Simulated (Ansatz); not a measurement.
Relaxation of C2H10O3Si2 (17 atoms, charge 0, multiplicity 1), to a largest force component of 0.02 eV/Å in at most 40 steps.

These are results of RKS PBE-D4/STO-3G (Ansatz 0.2.0), not measurements.

```xyz
17
Properties=species:S:1:pos:R:3
Si 0.000 0.000 0.000
O 0.000 0.000 1.680
Si -1.315 -0.407 2.644
H -2.239 -1.240 1.880
H -0.851 -1.143 3.816
H -1.999 0.809 3.073
C 1.763 0.000 -0.623
H 2.111 -1.046 -0.751
H 1.812 0.528 -1.598
H 2.415 0.519 0.111
O -0.791 1.371 -0.559
H -1.749 1.140 -0.782
O -0.791 -1.371 -0.559
C -1.536 -2.268 0.250
H -1.225 -2.158 1.310
H -2.619 -2.040 0.157
H -1.349 -3.311 -0.083
```

Question: Where does it end, and by what steps?

Answer: The run converged. The force dipped under the threshold on the way, but the program's further checks kept it going. Limits of this set-up: minimal basis. After 25 steps the energy has fallen by 1.478 eV; H6 moved furthest, 1.13 Å.

```json
{"step": "0", "energy less start (eV)": "0.0000", "largest force component (eV/Å)": "2.305", "accepted": "yes"}
{"step": "1", "energy less start (eV)": "-0.7409", "largest force component (eV/Å)": "1.466", "accepted": "yes"}
{"step": "2", "energy less start (eV)": "-1.1193", "largest force component (eV/Å)": "0.564", "accepted": "yes"}
{"step": "3", "energy less start (eV)": "-1.2751", "largest force component (eV/Å)": "0.426", "accepted": "yes"}
{"step": "4", "energy less start (eV)": "-1.3451", "largest force component (eV/Å)": "0.406", "accepted": "yes"}
{"step": "5", "energy less start (eV)": "-1.3914", "largest force component (eV/Å)": "0.275", "accepted": "yes"}
{"step": "6", "energy less start (eV)": "-1.4076", "largest force component (eV/Å)": "0.338", "accepted": "yes"}
{"step": "7", "energy less start (eV)": "-1.4197", "largest force component (eV/Å)": "0.199", "accepted": "yes"}
{"step": "8", "energy less start (eV)": "-1.4283", "largest force component (eV/Å)": "0.376", "accepted": "yes"}
{"step": "9", "energy less start (eV)": "-1.4425", "largest force component (eV/Å)": "0.365", "accepted": "yes"}
{"step": "10", "energy less start (eV)": "-1.4516", "largest force component (eV/Å)": "0.271", "accepted": "yes"}
{"step": "11", "energy less start (eV)": "-1.4643", "largest force component (eV/Å)": "0.372", "accepted": "yes"}
{"step": "12", "energy less start (eV)": "-1.4705", "largest force component (eV/Å)": "0.158", "accepted": "yes"}
{"step": "13", "energy less start (eV)": "-1.4719", "largest force component (eV/Å)": "0.162", "accepted": "yes"}
{"step": "14", "energy less start (eV)": "-1.4731", "largest force component (eV/Å)": "0.118", "accepted": "yes"}
{"step": "15", "energy less start (eV)": "-1.4675", "largest force component (eV/Å)": "0.301", "accepted": "no"}
{"step": "16", "energy less start (eV)": "-1.4753", "largest force component (eV/Å)": "0.045", "accepted": "yes"}
{"step": "17", "energy less start (eV)": "-1.4766", "largest force component (eV/Å)": "0.019", "accepted": "yes"}
{"step": "18", "energy less start (eV)": "-1.4768", "largest force component (eV/Å)": "0.090", "accepted": "yes"}
{"step": "19", "energy less start (eV)": "-1.4772", "largest force component (eV/Å)": "0.027", "accepted": "yes"}
{"step": "20", "energy less start (eV)": "-1.4775", "largest force component (eV/Å)": "0.016", "accepted": "yes"}
{"step": "21", "energy less start (eV)": "-1.4777", "largest force component (eV/Å)": "0.029", "accepted": "yes"}
{"step": "22", "energy less start (eV)": "-1.4778", "largest force component (eV/Å)": "0.034", "accepted": "yes"}
{"step": "23", "energy less start (eV)": "-1.4779", "largest force component (eV/Å)": "0.033", "accepted": "yes"}
{"step": "24", "energy less start (eV)": "-1.4781", "largest force component (eV/Å)": "0.012", "accepted": "yes"}
{"step": "25", "energy less start (eV)": "-1.4782", "largest force component (eV/Å)": "0.015", "accepted": "yes"}
```

```xyz
17
Properties=species:S:1:pos:R:3
Si 0.008 -0.364 0.159
O 0.087 -0.768 1.814
Si -1.173 -0.040 2.743
H -2.528 -0.363 2.295
H -1.001 -0.629 4.065
H -1.055 1.410 2.887
C 1.690 0.179 -0.476
H 2.489 -0.459 -0.065
H 1.734 0.114 -1.576
H 1.906 1.221 -0.187
O -1.181 0.896 0.106
H -1.898 0.527 -0.540
O -0.434 -1.713 -0.838
C -1.524 -2.482 -0.219
H -1.287 -2.843 0.814
H -2.496 -1.925 -0.159
H -1.699 -3.378 -0.857
```

Whether the end is a true minimum wasn't checked by a vibrational analysis.

Time of the run: 73 s on 1 thread of Intel(R) Xeon(R) 6975P-C (Granite Rapids) (shared host), peak memory 0.16 GiB.
